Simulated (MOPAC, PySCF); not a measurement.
C₃H₈Si, SMILES `C=[SiH]CC` (C–Si–C–C torsion 1°), neutral singlet in the gas phase. 

Z-matrix (Å, degrees):
```
C
H 1 1.0961
H 1 1.0962 2 105.33
C 1 1.5246 2 110.83 3 119.88
H 4 1.0920 1 111.28 2 -178.55
H 4 1.0920 5 107.34 1 121.96
H 4 1.0924 5 107.78 6 115.89
Si 1 1.8669 2 107.87 3 -114.98
C 8 1.6994 1 124.54 2 -124.59
H 9 1.0838 8 121.73 1 -179.98
H 9 1.0839 10 115.47 8 179.99
H 8 1.4830 9 120.85 10 -0.04
```
Charge 0, spin multiplicity 1.

All levels are single points at this geometry (PBE0-D3(BJ)/def2-TZVP); Pople sets use spherical d functions. Orbital energies aren't observables, and empty levels follow the basis.

```tsv
level	HOMO (eV)	LUMO (eV)	gap (eV)	dipole (D)	vertical IE, Delta-SCF (eV)
PBE0-D3(BJ)/def2-TZVP in PySCF	-6.21	-0.61	5.59	1.76	–
B3LYP/3-21G in PySCF	-5.89	-0.29	5.59	1.21	–
B3LYP/6-311+G** in PySCF	-6.04	-0.86	5.18	1.74	–
B3LYP/6-31G* in PySCF	-5.78	-0.36	5.42	1.38	8.12
B3LYP/LANL2DZ in PySCF	-6.03	-0.64	5.39	1.46	–
M06-2X/6-31G* in PySCF	-7.08	0.54	7.62	1.44	–
SVWN5/6-31G* in PySCF	-5.14	-1.22	3.92	1.37	8.43
PM3 in MOPAC	-8.39	-0.36	8.03	0.58	–
PM6 in MOPAC	-7.94	0.01	7.95	2.56	–
```
